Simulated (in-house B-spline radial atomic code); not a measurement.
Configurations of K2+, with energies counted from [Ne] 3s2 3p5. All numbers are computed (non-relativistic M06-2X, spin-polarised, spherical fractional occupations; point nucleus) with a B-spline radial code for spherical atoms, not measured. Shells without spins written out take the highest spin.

Caution: exact exchange at fractional occupations of open shells leaves self-interaction of up to several eV.

Occupations are held fixed; configurations that lie above the ionisation limit could autoionise.

```
                                                  configuration  E - E(ref) (eV)  highest orbital  its <r> (bohr)
                                               [Ne] 3s2 3p4 3d1           24.863            3d up           1.814
                     [Ne] 3s2 3p(1 up, 3 down) 4d(0 up, 1 down)           35.246          4d down           5.075
                                               [Ne] 3s1 3p5 4d1           53.165            4d up           5.036
[He] 2s2 2p(3 up, 2 down) 3s2 3p(3 up, 2 down) 4s(0 up, 1 down)           317.31          4s down           3.134
[He] 2s2 2p(3 up, 2 down) 3s2 3p(3 up, 2 down) 4p(1 up, 0 down)           322.14            4p up            3.62
                                       [He] 2s2 2p5 3s2 3p5 4d1           326.75            4d up           4.903
```

(1) Order these further configurations by energy, lowest first.
A. [He] 2s2 2p5 3s2 3p5 4s1
B. [Ne] 3s2 3p4 4p1
C. [Ne] 3s2 3p(2 up, 2 down) 4p(0 up, 1 down)
D. [He] 2s2 2p5 3s2 3p5 3d1
E. [Ne] 3s1 3p5 4s1

(2) How far above the reference does [He] 2s2 2p5 3s2 3p5 4f1 lie?

Answers

(1) B (30.801 eV), C (34.958 eV), E (43.828 eV), D (315.05 eV), A (317.25 eV).

(2) 329.24 eV; its least bound orbital is 4f up with <r> = 5.962 bohr.
